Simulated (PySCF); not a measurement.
**TlN⁺: frontier orbitals**

B97-3 at R = 3.083 Å; Tl aug-cc-pVDZ-PP with ECP60, N aug-cc-pVDZ; scalar-relativistic core potentials (PySCF 2.14). State: ⁴Σ⁻ (quartet), unpaired electrons σ ↑, π ↑↑. Only the outer orbitals are listed, counted within each symmetry, core potentials removing the inner ones.

```
spin  orbital  occ.  ε (eV)  on Tl (%)  main shells (%)
   α       6σ     1  -17.02         89  89 Tl s, 10 N p
   α       3π     1  -15.04          0          100 N p
   α       3π     1  -15.04          0          100 N p
   α       7σ     1  -14.99         13  87 N p, 11 Tl s
   α       4π     0   -7.07        100         100 Tl p
   α       4π     0   -7.07        100         100 Tl p
   α       8σ     0   -6.63        102         102 Tl p
   β       5σ     1  -22.10          1           99 N s
   β       6σ     1  -16.81         99          99 Tl s
   β       7σ     0   -8.24         45  55 N p, 44 Tl p
   β       3π     0   -7.63         40  60 N p, 39 Tl p
   β       3π     0   -7.63         40  60 N p, 39 Tl p
```

Problem. Which are the highest filled and the lowest empty level, where do they sit, and how wide is the gap?

Solution. Highest filled α 7σ at -14.99 eV (in %: 87 N p, 11 Tl s); lowest empty β 7σ at -8.24 eV (in %: 55 N p, 44 Tl p); the gap at B97-3 is 6.75 eV.

The bond order (Mayer) is 0.06, the ⟨S²⟩ is 3.755 and the charge on Tl (Mulliken, basis-dependent) is 0.96. The charge on Tl (Löwdin, basis-dependent) is 0.95. The dipole moment (positive dipole points towards N; it is taken about the centre of mass and depends on that origin) is -0.11 D.

Shares are Mulliken populations and can fall outside 0 to 100 %.

Spin–orbit coupling is left out, which matters for elements this heavy, above all for dissociation energies. The state is the lowest determinant that a PBE0 search found; another state may lie lower at other levels.
